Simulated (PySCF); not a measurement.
C3H9BeN.

```xyz
14

Be     0.6184     0.5625    -0.5091
C      1.6840     1.5390    -1.3772
H      2.7204     1.1564    -1.3545
H      1.7224     2.5632    -0.9617
H      1.4000     1.6423    -2.4396
N     -0.3378    -0.3094     0.2754
C     -1.2069     0.1903     1.3219
C     -0.4825    -1.7351     0.0593
H     -2.2766     0.0157     1.0887
H     -1.0020    -0.2968     2.2965
H     -1.0734     1.2760     1.4619
H     -0.2415    -2.3176     0.9712
H     -1.5164    -2.0050    -0.2363
H      0.1906    -2.0838    -0.7417
```
Charge 0, spin multiplicity 1.

Geometry optimised at ωB97X-D3(BJ)/def2-SVP. The structure was generated by enumeration; whether it is a known compound was not checked. The values are those of a single conformer.

These are KT2/pcSseg-1 run with PySCF values and carry that method's errors. Non-relativistic, no solvent.

Give the absolute GIAO shielding of each atom: isotropic value and principal components (ppm). (Estimate from the structure and the level; the computed values follow.)


```
atom  σ(iso)    σ11    σ22    σ33   span
----  ------  -----  -----  -----  -----
Be1     90.5   61.1   63.8  146.6   85.5
C2     202.5  198.5  202.2  206.8    8.3
H3      31.8   27.8   28.7   38.9   11.1
H4      31.9   27.9   28.8   38.9   10.9
H5      31.8   27.7   28.7   38.9   11.1
N6     196.3  115.9  217.1  255.9  140.0
C7     142.2  115.0  131.7  179.9   64.8
C8     142.3  115.0  132.1  179.8   64.8
H9      28.7   24.4   26.8   35.0   10.6
H10     28.7   24.4   26.8   35.0   10.6
H11     28.0   23.9   26.8   33.4    9.5
H12     28.7   24.4   26.8   35.0   10.6
H13     28.7   24.4   26.8   35.0   10.6
H14     28.0   23.9   26.8   33.4    9.4
```
